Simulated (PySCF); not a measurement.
C5H11B.
Numbering: `[BH2:1][C@@H:2]1[CH2:3][CH2:4][C@H:5]1[CH3:6]` (hydrogens: H7, H8 on B1; H9 on C2; H10, H11 on C3; H12, H13 on C4; H14 on C5; H15, H16, H17 on C6)

Cartesian coordinates in Å at the PBE0-D3(BJ)/def2-SVP level; atoms count from 1:
```
atom  x, y, z in Å
B1    -1.2379    1.4740    0.8673
C2    -0.5614    0.4465   -0.0739
C3    -1.2055   -0.8804   -0.5439
C4     0.1990   -1.5092   -0.5651
C5     0.7181   -0.3494    0.3108
C6     2.0731    0.2538    0.0239
H7    -2.4401    1.6323    0.8661
H8    -0.5643    2.1770    1.5910
H9    -0.3208    1.0710   -0.9667
H10   -1.8478   -1.3208    0.2350
H11   -1.7739   -0.8672   -1.4858
H12    0.3150   -2.5347   -0.1819
H13    0.6433   -1.4623   -1.5732
H14    0.6597   -0.6368    1.3757
H15    2.2350    1.1686    0.6164
H16    2.8873   -0.4484    0.2647
H17    2.1663    0.5234   -1.0414
```

Computed with PySCF at PBE0/def2-SVPD, non-relativistic, on one gas-phase PBE0-D3(BJ)/def2-SVP geometry that isn't relaxed in the solvent. The solvent is an IEF-PCM continuum (van der Waals radii × 1.2), and excitations are vertical TDDFT with non-equilibrium linear response and a frozen core. The model holds no explicit solvent molecules, cavitation or dispersion.

Gas-phase singlets (H = HOMO, L = LUMO):

| state | E (eV) | λ (nm) | f | leading configurations |
| --- | --- | --- | --- | --- |
| S1 | 5.196 | 239 | 0.005 | H→L 97% |
| S2 | 5.399 | 230 | 0.001 | H-1→L 88%, H-3→L 9% |
| S3 | 6.295 | 197 | 0.012 | H-3→L 44%, H-2→L 42%, H-1→L 9% |
| S4 | 6.423 | 193 | 0.017 | H-2→L 56%, H-3→L 39% |
| S5 | 7.371 | 168 | 0.007 | H-5→L 72%, H-4→L 16% |

Q: Give the list for cyclohexane (ε = 2.017), n² = 2.04.

A: 
```csv
state,E (eV),λ (nm),f,leading configurations,change by rank (eV)
S1,5.167,240,0.006,H→L 97%,-0.029
S2,5.385,230,0.002,"H-1→L 88%, H-3→L 9%",-0.014
S3,6.251,198,0.022,"H-2→L 55%, H-3→L 33%, H-1→L 8%",-0.044
S4,6.380,194,0.017,"H-3→L 49%, H-2→L 44%",-0.043
S5,7.343,169,0.010,"H-5→L 78%, H-4→L 8%",-0.028
```

Q: Give the list for methanol (ε = 32.61), n² = 1.77.

A: 
| state | E (eV) | λ (nm) | f | leading configurations | change by rank (eV) |
| --- | --- | --- | --- | --- | --- |
| S1 | 5.150 | 241 | 0.006 | H→L 97% | -0.046 |
| S2 | 5.395 | 230 | 0.002 | H-1→L 88%, H-3→L 9% | -0.004 |
| S3 | 6.216 | 199 | 0.027 | H-2→L 66%, H-3→L 24% | -0.079 |
| S4 | 6.354 | 195 | 0.012 | H-3→L 58%, H-2→L 32% | -0.069 |
| S5 | 7.330 | 169 | 0.009 | H-5→L 79% | -0.041 |

Q: The ground-state energy changes by -0.047 eV from gas to methanol. By how much does the total energy of gas-phase S1 change?

A: E(S1) = E(S0) + excitation energy, so it changes by -0.047 − 0.046 = -0.093 eV: it is lowered more than the ground state, which is what a red shift means. This is the vertical state, with the slow part of the continuum still set for S0.

Q: How do the frontier levels move from gas to methanol?

A: 
```csv
orbital,gas (eV),solvent (eV),change (eV),"Löwdin shares, gas","Löwdin shares, solvent"
LUMO+2,1.25,1.36,+0.11,"C6 16 %, B1 14 %, H16 11 %, H11 7 %","C6 18 %, B1 17 %, H16 10 %, C4 8 %"
LUMO+1,0.78,0.91,+0.13,"B1 33 %, C6 10 %, C4 6 %, H9 6 %","B1 43 %, C6 8 %, H8 5 %, C3 5 %"
LUMO,-1.28,-1.20,+0.08,"B1 54 %, C2 13 %, H7 10 %, H8 10 %","B1 54 %, C2 13 %, H7 11 %, H8 10 %"
HOMO,-8.08,-7.94,+0.14,"C2 24 %, B1 19 %, C4 14 %, C5 13 %","C2 23 %, B1 18 %, C4 14 %, C5 13 %"
HOMO-1,-8.24,-8.11,+0.13,"C2 18 %, C5 17 %, C3 15 %, B1 10 %","C2 18 %, C5 18 %, C3 15 %, C6 8 %"
HOMO-2,-8.78,-8.60,+0.18,"C4 15 %, C2 14 %, C5 13 %, C3 13 %","C4 15 %, C2 14 %, C5 13 %, C3 13 %"
HOMO-3,-9.01,-8.90,+0.11,"C4 22 %, C3 17 %, B1 14 %, C5 10 %","C4 22 %, C3 18 %, B1 14 %, C5 10 %"
```

The HOMO–LUMO gap goes from 6.80 to 6.75 eV.
